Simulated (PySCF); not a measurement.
Ge, charge +1, doublet; R2SCAN/aug-cc-pVDZ (PySCF).

Input for PySCF:
```python
from pyscf import gto, scf, dft

mol = gto.Mole()
mol.atom = '''
    Ge    0.000000    0.000000    0.000000
'''
mol.basis = 'aug-cc-pvdz'
mol.charge = 1
mol.spin = 1
mol.verbose = 4
mol.build()

mf = dft.UKS(mol)
mf.xc = 'r2scan'
mf.grids.level = 4
mf.kernel()
mf.analyze()
```

Q: Predict the main parts of the log of this PySCF run.

A: 
```
PySCF version 2.14.0

[INPUT] verbose = 4
[INPUT] num. atoms = 1
[INPUT] num. electrons = 31
[INPUT] charge = 1
[INPUT] spin (= nelec alpha-beta = 2S) = 1
[INPUT] symmetry False subgroup None
[INPUT] Mole.unit = angstrom
[INPUT] Symbol           X                Y                Z      unit          X                Y                Z       unit  Magmom
[...]
nuclear repulsion = 0
number of shells = 9
number of NR pGTOs = 86
number of NR cGTOs = 36
basis = aug-cc-pvdz
ecp = {}

******** <class 'pyscf.dft.uks.UKS'> ********
method = UKS
initial guess = minao
damping factor = 0
level_shift factor = 0
DIIS = <class 'pyscf.scf.diis.CDIIS'>
diis_start_cycle = 1
diis_space = 8
diis_damp = 0
SCF conv_tol = 1e-09
SCF conv_tol_grad = None
SCF max_cycles = 50
direct_scf = True
direct_scf_tol = 1e-13
number electrons alpha = 16  beta = 15
XC library pyscf.dft.libxc version 7.1.2
    S. Lehtola, C. Steigemann, M. J. T. Oliveira, and M. A. L. Marques,  SoftwareX 7, 1–5 (2018)
XC functionals = r2scan
    J. W. Furness, A. D. Kaplan, J. Ning, J. P. Perdew, and J. Sun,  J. Phys. Chem. Lett. 11, 8208–8215 (2020)
    J. W. Furness, A. D. Kaplan, J. Ning, J. P. Perdew, and J. Sun,  J. Phys. Chem. Lett. 11, 9248–9248 (2020)
    J. W. Furness, A. D. Kaplan, J. Ning, J. P. Perdew, and J. Sun,  J. Phys. Chem. Lett. 11, 8208–8215 (2020)
    J. W. Furness, A. D. Kaplan, J. Ning, J. P. Perdew, and J. Sun,  J. Phys. Chem. Lett. 11, 9248–9248 (2020)
radial grids:
    Treutler-Ahlrichs [JCP 102, 346 (1995); DOI:10.1063/1.469408] (M4) radial grids

becke partition: Becke, JCP 88, 2547 (1988); DOI:10.1063/1.454033
pruning grids: <function nwchem_prune>
grids dens level: 4
symmetrized grids: False
atomic radii adjust function: <function treutler_atomic_radii_adjust>
small_rho_cutoff = 0
Set gradient conv threshold to 3.16228e-05
tot grids = 30192
init E= -2076.22341043569

cycle= 1 E= -2076.54591661029  delta_E= -0.323  |g|= 0.189  |ddm|= 0.616
cycle= 2 E= -2076.57308224822  delta_E= -0.0272  |g|=  0.1  |ddm|= 0.527
cycle= 3 E= -2076.57690480694  delta_E= -0.00382  |g|= 0.00545  |ddm|= 0.114
cycle= 4 E= -2076.57693799401  delta_E= -3.32e-05  |g|= 0.000973  |ddm|= 0.0149
cycle= 5 E= -2076.57693920048  delta_E= -1.21e-06  |g|= 5.41e-05  |ddm|= 0.00222
cycle= 6 E= -2076.57693920499  delta_E= -4.51e-09  |g|= 7.36e-06  |ddm|= 0.00019
cycle= 7 E= -2076.57693920543  delta_E= -4.41e-10  |g|= 5.71e-06  |ddm|= 7.83e-05
[...]
converged SCF energy = -2076.57693920577  <S^2> = 0.75502891  2S+1 = 2.0050226
[...]
**** SCF Summaries ****
Total Energy =                       -2076.576939205767758
Nuclear Repulsion Energy =               0.000000000000000
One-electron Energy =                -2882.371229864474572
Two-electron Energy =                  805.794290658706927
Two-electron Coulomb Energy =          884.456688462481566
DFT Exchange-Correlation Energy =      -78.662397803774596
**** MO energy ****
                             alpha | beta                alpha | beta
[...]
To work with the spin densities directly, `use mulliken_meta_spin()` only printing them here.

 ** Mulliken spin pop alpha/beta on meta-lowdin orthogonal AOs **
 ** Mulliken Spin Density (per AO)  **
spin_pop of  0 Ge 1s       -0.00000
spin_pop of  0 Ge 2s       -0.00000
spin_pop of  0 Ge 3s       -0.00000
spin_pop of  0 Ge 4s        0.00186
spin_pop of  0 Ge 5s       -0.00067
spin_pop of  0 Ge 6s        0.00001
spin_pop of  0 Ge 2px       0.00000
spin_pop of  0 Ge 2py       0.00000
spin_pop of  0 Ge 2pz       0.00000
spin_pop of  0 Ge 3px      -0.00000
spin_pop of  0 Ge 3py       0.00001
spin_pop of  0 Ge 3pz       0.00001
spin_pop of  0 Ge 4px       0.00701
spin_pop of  0 Ge 4py       0.56583
spin_pop of  0 Ge 4pz       0.41989
spin_pop of  0 Ge 5px       0.00004
spin_pop of  0 Ge 5py       0.00314
spin_pop of  0 Ge 5pz       0.00233
spin_pop of  0 Ge 6px       0.00001
spin_pop of  0 Ge 6py       0.00099
spin_pop of  0 Ge 6pz       0.00073
spin_pop of  0 Ge 3dxy     -0.00007
spin_pop of  0 Ge 3dyz     -0.00008
spin_pop of  0 Ge 3dz^2    -0.00010
spin_pop of  0 Ge 3dxz     -0.00005
spin_pop of  0 Ge 3dx2-y2   -0.00006
spin_pop of  0 Ge 4dxy      0.00005
spin_pop of  0 Ge 4dyz     -0.00062
spin_pop of  0 Ge 4dz^2     0.00006
spin_pop of  0 Ge 4dxz      0.00004
spin_pop of  0 Ge 4dx2-y2   -0.00018
spin_pop of  0 Ge 5dxy      0.00001
spin_pop of  0 Ge 5dyz     -0.00017
spin_pop of  0 Ge 5dz^2     0.00002
spin_pop of  0 Ge 5dxz      0.00001
spin_pop of  0 Ge 5dx2-y2   -0.00005
 ** Mulliken Spin Density (per atom)  **
spin density of  0 Ge =      1.00000
 ** Mulliken pop alpha/beta on meta-lowdin orthogonal AOs **
 ** Mulliken pop       alpha | beta **
[...]
In total            16.00000 | 15.00000
 ** Mulliken atomic charges   ( Nelec_alpha | Nelec_beta ) **
charge of  0Ge =      1.00000  (    16.00000     15.00000 )

WARN: System has nonzero charge 1; the dipole moment is origin-dependent.
Location of origin: [0. 0. 0.]

Dipole moment(X, Y, Z, Debye):  0.00000, -0.00000, -0.00000
```
